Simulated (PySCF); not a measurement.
Computed with PySCF and rigid-rotor harmonic-oscillator thermochemistry at 1 bar. 'Table' is the NASA 1993 thermochemical table (part measured, part estimated). 6-31G* has spherical d functions here. Open shells (unrestricted): CaCl (multiplicity 2). B3LYP is the form with VWN-RPA correlation. The harmonic model lacks anharmonicity and excited electronic states, which grow with temperature; levels with a mode under 35 cm⁻¹ are left out. The table's entry may be an old estimate for CaCl (not checked at source).

Harmonic frequencies at B3LYP/6-31G* (cm⁻¹): 340. Point group C∞v; S°(298 K) = 242.9 J/mol/K at this level.

Work out Cp and S° of gaseous CaCl at 500, 800, 1200, 1600, 2000 K from these, and set them beside the table.


| T (K) | Cp B3LYP/6-31G* | Cp table | S° B3LYP/6-31G* | S° table |
|---|---|---|---|---|
| 500 | 36.8 | 36.9 | 261.7 | 260.4 |
| 800 | 37.2 | 37.5 | 279.1 | 277.9 |
| 1200 | 37.3 | 37.9 | 294.2 | 293.1 |
| 1600 | 37.4 | 38.1 | 304.9 | 304.1 |
| 2000 | 37.4 | 38.3 | 313.3 | 312.6 |
Units J/mol/K.
